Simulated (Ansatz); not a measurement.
Relaxation of the cluster Y2O3⁻ with UKS PBE-D4/def2-SVPD.

```sh
$ ansatz run in.yaml --threads 4 --pin off --events-out ev --progress --plain --max-ram 4787MiB
```

```yaml
crystal:
  periodic: [false, false, false]
  atoms:
    - {symbol: Y, position_ang: [0.664630, 0.248780, -0.886790]}
    - {symbol: Y, position_ang: [-0.437330, -0.713220, 1.973410]}
    - {symbol: O, position_ang: [2.058650, -0.513730, 0.259300]}
    - {symbol: O, position_ang: [-1.264940, -0.184850, -0.946770]}
    - {symbol: O, position_ang: [-1.021010, 1.163020, -0.399150]}
basis:
  gaussian: {orbitals: def2-SVPD}
total_charge: -1
magnetization: {spin_polarized: true, initial_magnetization: 1}
hamiltonian: {xc: pbe, dispersion: d4}
scf: {lower_state_search: "off"}
output: {orbitals: {seedname: orbitals}}
relax: {f_tol: 0.02, max_steps: 100}
```

Hardware: 4 threads of Intel Xeon on a shared host. Wall time 42 s.

Positions (Å) and forces (eV/Å) at steps 1, 2, 3, 4, 5, 6, 7, 8, 9 of 9:

```xyz
5
step=1 energy=-8216.0314 eV
Y     0.665    0.249   -0.887    5.638    0.167   -2.931
Y    -0.437   -0.713    1.973    0.734    0.330   -1.207
O     2.059   -0.514    0.259   -0.755   -0.641    1.925
O    -1.265   -0.185   -0.947   -3.002   -1.156    0.596
O    -1.021    1.163   -0.399   -2.615    1.301    1.617
5
step=2 energy=-8217.6409 eV
Y     0.756    0.284   -1.017    1.764    0.149   -1.182
Y    -0.338   -0.675    1.826    1.176    0.434   -1.684
O     1.934   -0.548    0.405   -2.464    0.061    1.075
O    -1.298   -0.208   -0.883   -0.295   -0.605    0.776
O    -1.054    1.146   -0.332   -0.181   -0.039    1.015
5
step=3 energy=-8218.8479 eV
Y     0.815    0.316   -1.122    0.320   -0.005   -0.184
Y    -0.254   -0.642    1.702    1.307    0.485   -1.882
O     1.766   -0.555    0.507   -3.035    0.394    0.562
O    -1.286   -0.238   -0.820    0.696   -0.410    0.760
O    -1.041    1.120   -0.266    0.712   -0.465    0.744
5
step=4 energy=-8219.7239 eV
Y     0.839    0.335   -1.182   -0.086    0.074   -0.170
Y    -0.187   -0.604    1.572   -0.547    0.334   -0.602
O     1.581   -0.542    0.568   -0.907    0.364   -0.412
O    -1.241   -0.275   -0.757    0.777   -0.273    0.636
O    -0.993    1.086   -0.201    0.763   -0.498    0.548
5
step=5 energy=-8220.0785 eV
Y     0.872    0.387   -1.331   -0.185   -0.459    1.181
Y    -0.323   -0.574    1.551    0.084    0.507   -1.291
O     1.406   -0.477    0.503    0.265    0.099   -0.320
O    -1.103   -0.348   -0.641   -0.108   -0.136    0.184
O    -0.851    1.013   -0.082   -0.057   -0.010    0.246
5
step=6 energy=-8220.1532 eV
Y     0.861    0.359   -1.266    0.726    0.084   -0.543
Y    -0.335   -0.522    1.424   -0.063   -0.482    1.187
O     1.461   -0.482    0.501    0.155    0.044   -0.179
O    -1.122   -0.358   -0.610   -0.446   -0.057   -0.323
O    -0.864    1.003   -0.049   -0.372    0.411   -0.142
5
step=7 energy=-8220.2023 eV
Y     0.879    0.361   -1.279    0.136   -0.045    0.041
Y    -0.331   -0.539    1.465    0.011   -0.027    0.050
O     1.459   -0.481    0.496   -0.004    0.040   -0.090
O    -1.132   -0.351   -0.621   -0.086   -0.074   -0.036
O    -0.875    1.010   -0.061   -0.056    0.106    0.035
5
step=8 energy=-8220.2036 eV
Y     0.885    0.359   -1.277    0.025   -0.011    0.010
Y    -0.330   -0.540    1.465   -0.004    0.000   -0.004
O     1.461   -0.480    0.493   -0.005    0.011   -0.021
O    -1.137   -0.351   -0.621   -0.017   -0.051   -0.013
O    -0.880    1.011   -0.061    0.001    0.050    0.028
5
step=9 energy=-8220.2037 eV
Y     0.887    0.358   -1.277    0.000   -0.001   -0.001
Y    -0.331   -0.540    1.464    0.000   -0.001    0.000
O     1.461   -0.479    0.492    0.000    0.001    0.000
O    -1.138   -0.352   -0.621    0.000    0.000    0.000
O    -0.880    1.012   -0.059    0.000    0.000    0.000
```

In the def2 sets Y takes a core potential; there is no spin–orbit coupling. The structure holds 1 bond(s) between oxygen atoms. The highest occupied level of the charge -1 doublet lies above zero (up to 0.47 eV). The electron is either unbound and held by the finite basis, or the level is raised by self-interaction error. Another isomer (doublet) lies 3.36 eV lower at PBE0-D4/def2-TZVPD; other spin states weren't run for this one.
